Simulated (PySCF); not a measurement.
# Working out the ionisation energy of Nb

Nb [Kr] 4d4 5s1 (6D) → Nb⁺ [Kr] 4d4 (5D). Calculation: PySCF 2.14, in x2c-SVPall (6s5p5d1f, 53 functions); the spin-free X2C one-electron Hamiltonian (Gaussian nucleus). Frozen: [Kr]. Energies in hartree (1 hartree = 27.21139 eV):

```csv
part,Nb (lower),Nb⁺ (upper)
UHF,-3816.887689,-3816.666719
MP2 opposite-spin,0.000000,0.000000
MP2 same-spin,-0.038982,-0.027605
```

**Question.** What does Hartree-Fock give?

**Answer.** (-3816.666719) − (-3816.887689) = 0.220970 hartree = 6.013 eV.

**Question.** What do MP2 and SCS-MP2 (6/5 opposite-spin, 1/3 same-spin) give?

**Answer.** The opposite-spin parts differ by 0.000 eV and the same-spin parts by 0.310 eV. MP2: 6.013 + (0.000) + (0.310) = 6.323 eV. SCS-MP2: 6.013 + 1.2 × (0.000) + (0.310)/3 = 6.116 eV.

Measured between the centres of the two terms (NIST): 6.776 eV, so MP2 (valence) is off by -0.453 eV.

A double-zeta basis recovers only part of the correlation energy.

What remains against the reference includes basis incompleteness, the frozen core and correlation beyond second order.
